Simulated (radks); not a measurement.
Values are calculated unless marked as measured or tabulated.
Ar3+, 15 electrons, occupied as [Ne] 3s1.75 3p3.25 (fractional occupations, a model configuration).

Level of theory: scalar-relativistic Kohn-Sham, revPBE, spin-polarised, spherical densities, finite nucleus; open shells are filled with parallel spins first; Fermi nuclear charge, rms radius 3.4274 fm (a radial shooting solver on a logarithmic mesh with Libxc functionals).

Energy parts (eV):
part                      energy
total                 -14316.411
kinetic                14394.332
electron-nucleus      -33472.461
Hartree                 5568.850
exchange-correlation    -807.132

Orbitals (lengths in bohr, moments of r in powers of bohr; r(max) is where P^2 peaks):
orbital	occ.	eigenvalue (eV)	r(max)
1s up	1	-3170.810	0.05605
1s down	1	-3170.060	0.05605
2s up	1	-345.4241	0.3381
2s down	1	-344.7644	0.3384
2p up	3	-278.4912	0.2804
2p down	3	-277.5333	0.2808
3s up	1	-67.5376	1.132
3s down	0.75	-62.6210	1.132
3p up	3	-51.7536	1.196
3p down	0.25	-47.0754	1.201
3d up	0	-29.2343	1.306
3d down	0	-25.4171	1.342
4s up	0	-22.2604	2.906

The highest occupied level is 3p down at -47.075 eV. Spin moment in Bohr magnetons: 3.
